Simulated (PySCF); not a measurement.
Compound: C8H16OP (charge +1).
Bonds: C1–C2 (double), C2–C3, C2–P4, P4–C5, P4–C6, C6–C7, C7–O8, O8–C9, C9–C10, P4–C10. Hydrogens: H11, H12 on C1; H13, H14, H15 on C3; H16, H17, H18 on C5; H19, H20 on C6; H21, H22 on C7; H23, H24 on C9; H25, H26 on C10.

A GFN2-xTB structure was refined with PySCF, PBE0-D3(BJ)/def2-SVP geometry optimisation, gas phase. Its GFN2-xTB values:

```tsv
coordinate	GFN2-xTB
C1=C2	1.339 Å
C1–H11	1.053 Å
C1–H12	1.083 Å
C2–C3	1.487 Å
C2–P4	1.784 Å
C3–H13	1.081 Å
P4–C5	1.813 Å
P4–C6	1.856 Å
C5–H16	1.080 Å
C6–C7	1.537 Å
C6–H19	1.105 Å
C6–H20	1.100 Å
C7–O8	1.421 Å
C7–H21	1.121 Å
C7–H22	1.095 Å
C1–C2–P4	122.8°
C2–P4–C6	115.2°
C2–P4–C10	114.5°
C3–C2–P4	112.6°
P4–C6–C7	105.4°
C5–P4–C6	106.8°
C6–P4–C10	102.1°
O8–C9–C10	108.7°
C1–C2–P4–C5	-128°
C2–P4–C6–C7	80°
P4–C6–C7–O8	-13°
C7–O8–C9–C10	-68°
```

Question: How do these coordinates change at the PBE0-D3(BJ)/def2-SVP level?

Answer: 
| coordinate | PBE0-D3(BJ)/def2-SVP (Å or °) | change |
| --- | --- | --- |
| C1–H11 | 1.095 | +0.042 |
| P4–C6 | 1.823 | -0.033 |
| C2–P4 | 1.806 | +0.022 |
| C3–H13 | 1.101 | +0.020 |
| C5–H16 | 1.099 | +0.019 |
| C7–O8 | 1.404 | -0.017 |
| C7–H21 | 1.105 | -0.016 |
| C2–C3 | 1.501 | +0.014 |
| P4–C5 | 1.800 | -0.013 |
| C1–H12 | 1.093 | +0.010 |
| C6–H19 | 1.101 | -0.004 |
| C7–H22 | 1.099 | +0.004 |
| C6–H20 | 1.102 | +0.002 |
| C6–C7 | 1.538 | +0.001 |
| C1=C2 | 1.339 | 0.000 |
| O8–C9–C10 | 112.9 | +4.2 |
| C1–C2–P4 | 118.7 | -4.1 |
| C3–C2–P4 | 116.5 | +3.9 |
| C2–P4–C10 | 110.8 | -3.7 |
| C5–P4–C6 | 110.1 | +3.3 |
| P4–C6–C7 | 108.5 | +3.1 |
| C2–P4–C6 | 113.3 | -1.9 |
| C6–P4–C10 | 103.4 | +1.3 |
| C1–C2–P4–C5 | -153 | -25 |
| P4–C6–C7–O8 | -37 | -24 |
| C7–O8–C9–C10 | -47 | +21 |
| C2–P4–C6–C7 | 97 | +17 |

The energy falls by 6.5 kcal/mol over 14 energy and gradient evaluations, the largest force component goes from 0.0325 to 2.2e-04 Eh/bohr, and the atoms move by 0.363 Å rms after alignment. The bond that changes most is C1–H11 (terminal =CH2 carbon to vinylic hydrogen), which lengthens by 0.042 Å. Bonds longer at the end by more than 0.005 Å: 12 of 26; shorter: 7. Among the dihedrals that turn most is H20–C6–C7–H22, from 110° to 85°. Rotational constants go from 1518, 1032, 925.6 to 1605, 989.1, 860.3 MHz.

The run used 224 basis functions and 95 SCF cycles in all. Hardware: an Arm Neoverse V1 with one thread, shared host with 32 logical CPUs at a one-minute load of 17. Cost: 8.3 min, 0.97 GiB resident at most.

No frequency check.

One conformer stands for the species.
